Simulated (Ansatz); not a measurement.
I₂, closed-shell singlet (the spin of the measured ground state), most abundant isotopes (126.9045 and 126.9045 u). Constants from fifth-degree fits in 1/R to seven points on the lowest solution found; no spin–orbit coupling, no relativity up to Kr; ω_e x_e and α_e move by some per cent with the fit.

Correlated levels freeze the inner cores; with def2 sets outer-core shells near the valence are correlated too. CBS: X⁻³ extrapolation of the correlation energy, Hartree–Fock from the larger set.

Codes used: Ansatz (a first-principles code). Each number belongs to the level named beside it. In def2 rows elements past Kr take small-core potentials, without spin–orbit coupling.

At CCSD(T)/CBS(def2-TZVPP, def2-QZVPP): B₀ = 0.038059 cm⁻¹, fundamental 230 cm⁻¹.

**Question.** Taking the state as ¹Σ, work out the ideal-gas entropy and heat capacity at 298.15 K and 1 bar (rigid rotor, harmonic oscillator at the fundamental, no nuclear spin).

**Answer.** 
Translation: S = R(1.5 ln M + 2.5 ln T − 1.1517) with M = 253.809 u gives 177.91 J/(mol K). Rotation: q = kT/(σhcB₀) = 2722.4 with σ = 2 and hc/k = 1.43878 cm K, S = R(ln q + 1) = 74.08. Vibration: u = hcν/kT = 1.108, S = R(u/(eᵘ − 1) − ln(1 − e⁻ᵘ)) = 7.87. Sum S° = 259.9 J/(mol K). C_p = 7R/2 + R u² eᵘ/(eᵘ − 1)² = 36.61 J/(mol K).
